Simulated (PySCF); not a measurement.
Question: Write a Z-matrix for `C[O][Nb](=[Se])([O]C)[O]C` (NbSe(OMe)3) as optimised with PBE0-D3(BJ)/def2-SVP. (Singlet state.)

Answer: 
Z-matrix in Å and degrees, rows numbered from 1:
```
Nb
Se  1  2.2945
O   1  1.8662  2  108.03
C   3  1.3917  1  150.77  2    -3.00
H   4  1.1037  3  110.68  1     4.84
H   4  1.1028  3  110.18  1  -115.43
H   4  1.1027  3  110.09  1   125.16
O   1  1.8661  2  108.22  3  -120.18
C   8  1.3926  1  150.25  2     0.37
H   9  1.1035  8  110.72  1     2.54
H   9  1.1026  8  110.10  1  -117.77
H   9  1.1027  8  110.06  1   122.86
O   1  1.8659  2  108.20  3   120.07
C  13  1.3922  1  150.37  2    -7.51
H  14  1.1035 13  110.66  1    13.79
H  14  1.1026 13  110.24  1  -106.54
H  14  1.1025 13  109.95  1   134.04
```

All 3 C–O bonds measure 1.392 to 1.393 Å. Nb1 (niobium bonded to 3 O and Se) is tetrahedral (angles from 108.0° to 110.9°). All 3 Nb–O bonds measure 1.866 Å.

Computed with PySCF, PBE0-D3(BJ)/def2-SVP geometry optimisation, gas phase, def2 core potentials past Kr.

Not checked by PBE0-D3(BJ)/def2-SVP frequencies. Torsions: Se2–Nb1–O3–C4 -3°, Se2–Nb1–O8–C9 0°, Se2–Nb1–O13–C14 -8°.

On an Arm Neoverse N1 with one thread (shared host), this took 7.5 min wall and 0.89 GiB of memory at its peak. This is the geometry optimisation.
